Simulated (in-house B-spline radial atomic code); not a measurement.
Successive ionisation energies of ytterbium; each step leads to the configuration of the next row (after the last: [Kr] 4d3). Dirac energy differences include first-order Breit, QED and recoil terms. NIST's values go from ground level to ground level; the uncertainty of those that are theory runs from under 0.1 % in few-electron ions to several per cent in heavy many-electron ones. Computed with a B-spline radial code for spherical atoms: Dirac-Hartree-Fock, average of the configuration, finite nuclei.

```
  ion       configuration  ionisation energy (eV)  tabulated value (eV)    tabulated kind  computed minus tabulated (eV)  highest orbital  largest mean radius (bohr)
Yb13+  [Kr] 4d10 4f10 5s1                   284.5                   301  tabulated theory                          -16.5            4f7/2                      1.0399
Yb14+      [Kr] 4d10 4f10                   297.5                   324  tabulated theory                          -26.5            4f7/2                     0.59754
Yb15+       [Kr] 4d10 4f9                   332.5                   360  tabulated theory                          -27.5            4f7/2                     0.58275
Yb16+       [Kr] 4d10 4f8                       ?                     ?  tabulated theory                              ?                ?                           ?
Yb17+       [Kr] 4d10 4f7                   406.5                   431  tabulated theory                          -24.5            4f7/2                     0.55633
Yb18+       [Kr] 4d10 4f6                   445.3                   469  tabulated theory                          -23.7            4f7/2                     0.54444
Yb19+       [Kr] 4d10 4f5                   485.5                   505  tabulated theory                          -19.5            4f7/2                     0.53329
Yb20+       [Kr] 4d10 4f4                       ?                     ?  tabulated theory                              ?                ?                           ?
Yb21+       [Kr] 4d10 4f3                   569.3                   580  tabulated theory                          -10.7            4f7/2                     0.51329
Yb22+       [Kr] 4d10 4f2                       ?                     ?  tabulated theory                              ?                ?                           ?
Yb23+       [Kr] 4d10 4f1                   657.9                   651  tabulated theory                            6.9            4f7/2                     0.50337
Yb24+           [Kr] 4d10                   886.9                   882  tabulated theory                            4.9            4d5/2                     0.49845
Yb25+            [Kr] 4d9                   931.9                   924  tabulated theory                            7.9            4d5/2                     0.49346
Yb26+            [Kr] 4d8                   977.6                   971  tabulated theory                            6.6            4d5/2                     0.48887
Yb27+            [Kr] 4d7                  1024.0                  1019  tabulated theory                            5.0            4d5/2                     0.48437
Yb28+            [Kr] 4d6                  1071.0                  1065  tabulated theory                            6.0            4d5/2                     0.47998
Yb29+            [Kr] 4d5                  1118.6                  1114  tabulated theory                            4.6            4d5/2                     0.47568
Yb30+            [Kr] 4d4                  1166.8                  1175  tabulated theory                           -8.2            4d5/2                     0.47147
```

(1) Fill in the row of Yb16+.

(2) Fill in the row of Yb20+.

(3) Fill in the row of Yb22+.

Where a p, d or f electron is removed, the computed value is a mean over both j, so it misses the tabulated one by a part of the spin-orbit splitting; averaging over terms and missing correlation add to the gap, relatively most at low charge.

Answers

(1) ionisation energy (eV): 368.8; tabulated value (eV): 396; computed minus tabulated (eV): -27.2; highest orbital: 4f7/2; largest mean radius (bohr): 0.56906.

(2) ionisation energy (eV): 526.8; tabulated value (eV): 540; computed minus tabulated (eV): -13.2; highest orbital: 4f7/2; largest mean radius (bohr): 0.52279.

(3) ionisation energy (eV): 613.0; tabulated value (eV): 610; computed minus tabulated (eV): 3.0; highest orbital: 4f7/2; largest mean radius (bohr): 0.50831.
